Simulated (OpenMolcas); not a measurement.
## A ladder of methods for CH2FNOSn (SMILES O=C=[N][SnH2][F])

CH2FNOSn has 7 atoms, charge 0, and is taken as a singlet. SMILES: `O=C=[N][SnH2][F]`. The coordinates come from a PBE0-D4/def2-TZVP relaxation. This is one conformer, not always the lowest.

```jsonl
{"atom": "O", "x (Å)": "-0.2217", "y (Å)": "-2.8693", "z (Å)": "-0.9316"}
{"atom": "C", "x (Å)": "-0.1215", "y (Å)": "-1.9068", "z (Å)": "-0.2838"}
{"atom": "N", "x (Å)": "-0.0209", "y (Å)": "-0.9582", "z (Å)": "0.4494"}
{"atom": "Sn", "x (Å)": "0.1574", "y (Å)": "1.0316", "z (Å)": "0.3185"}
{"atom": "F", "x (Å)": "-0.8771", "y (Å)": "1.5100", "z (Å)": "-1.2201"}
{"atom": "H", "x (Å)": "-0.6186", "y (Å)": "1.6961", "z (Å)": "1.6652"}
{"atom": "H", "x (Å)": "1.7638", "y (Å)": "1.4285", "z (Å)": "-0.0432"}
```

Quantity: the dipole moment, in D. The values are calculated.

```tsv
level	kind	program	value (D)	CPU time
HF/def2-SVP (core potential)	Hartree–Fock	OpenMolcas	4.28	11 s
BLYP/def2-SVP (core potential)	GGA	OpenMolcas	3.44	35 s
PBE/def2-SVP (core potential)	GGA	OpenMolcas	3.46	35 s
revPBE/def2-SVP (core potential)	GGA	OpenMolcas	3.45	33 s
M06-L/def2-SVP (core potential)	meta-GGA	OpenMolcas	3.81	41 s
r2SCAN/def2-SVP (core potential)	meta-GGA	OpenMolcas	3.70	47 s
B3LYP/def2-SVP (core potential)	global hybrid	OpenMolcas	3.71	32 s
M06-2X/def2-SVP (core potential)	hybrid meta-GGA	OpenMolcas	3.90	38 s
```

The values span 3.44 to 4.28 D. Magnitudes only. Times are those of the runs behind each value, whatever else they computed, on shared processors of several kinds: orders of magnitude only.
